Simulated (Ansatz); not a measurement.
`O[SiH2][S][GeH3]` + `O[SiH](F)S` → `F[SiH](S)[O][GeH3]` + `O[SiH2]S`  (ligand exchange at a Ge–S bond)

Isolated molecules relaxed with PBE0-D4/def2-TZVP in Ansatz; ΔE leaves out vibrations. CCSD(T)/CBS adds triple-zeta CCSD(T) − MP2 to the extrapolated MP2 energy (def2 sets, frozen cores). Functionals use def2-TZVPP. HSE06 is defined as in plane-wave codes. For Ge outer-core shells are correlated without core-valence functions, which leaves a few kJ/mol of doubt a bond. Scalar relativity is left out up to krypton. One conformer a species, not always the lowest.

Task: Is it downhill or uphill in electronic energy at CCSD(T)/CBS, and by how much? (Best estimate.)

Result: Ansatz gave: Uphill: ΔE = +12.9 kJ/mol.

Task: What do these levels give: B97M-V, HSE06-D4, BHLYP-D4, revPBE, CCSD/def2-TZVPP, MP2/def2-QZVPP? (An estimate is asked.)

Result: Ansatz gave: B97M-V 10.3, HSE06-D4 20.8, BHLYP-D4 6.6, revPBE 18.8, CCSD/def2-TZVPP 5.3, MP2/def2-QZVPP 14.4 kJ/mol.

Largest T1 diagnostic among the species: 0.012.

Leaving LDA and LC-ωPBE aside and taking each functional with its dispersion term where it has one, the values, not all of them listed here, spread over 18.2 kJ/mol, from CAM-B3LYP-D4 to PBE-D4. At CCSD(T), def2-SVP lies −16.9 kJ/mol from the extrapolated value and def2-TZVPP −5.0 kJ/mol.
